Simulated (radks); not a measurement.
Task: The iridium ion Ir11+ is in [Kr] 4d10 4f14 5s2 5p4. Method: scalar-relativistic Kohn-Sham, PBEsol, spin-polarised, spherical densities, finite nucleus; Fermi nuclear charge, rms radius of each element as measured or else 0.836 A^(1/3) + 0.57 fm; computed with a radial shooting solver on a logarithmic mesh with Libxc functionals. Open shells are filled with parallel spins first. One electron is removed from 5s, 4d, 5p, 4f in turn, with full relaxation. Which removal costs least, and what does each cost?

Result: 5p 238.37 eV; 4f 268.99 eV; 5s 288.05 eV; 4d 499.24 eV. The 5p electron leaves first.
